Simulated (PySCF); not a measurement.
H2O4P, SMILES OP(=O)([O])O (connectivity only; charge and spin as stated), charge -1, multiplicity 1. Atoms are numbered in the order given.

```xyz
7

O      1.0195     0.8829    -0.8580
P      0.0000     0.0000    -0.1741
O     -1.0195    -0.8829    -0.8580
O      0.8355    -0.9928     0.8999
O     -0.8355     0.9928     0.8999
H      0.3137    -1.8010     0.9711
H     -0.3136     1.8010     0.9711
```
Charge -1, spin multiplicity 1.

The structure is a stationary point at B3LYP-D3(BJ)/def2-SVPD. The spin state was assumed, not searched. The isomer is the one that the SMILES or the coordinates give; other isomers of the formula were not compared. Other conformers were not sampled.

These are PySCF with PBE/def2-SVPD values and carry that method's errors.

Symmetry labels are those of the subgroup C2 that the program uses (full group C2).

Computed valence orbital energies around the gap with their symmetry:
| orbital | symmetry | energy (eV) |
|---|---|---|
| HOMO−7 | A | -4.82 |
| HOMO−6 | B | -3.74 |
| HOMO−5 | A | -3.46 |
| HOMO−4 | B | -2.83 |
| HOMO−3 | A | -2.18 |
| HOMO−2 | B | -1.54 |
| HOMO−1 | A | -1.40 |
| HOMO | B | -1.14 |
| LUMO | A | 3.53 |
| LUMO+1 | B | 4.30 |
| LUMO+2 | A | 5.37 |
| LUMO+3 | B | 5.51 |
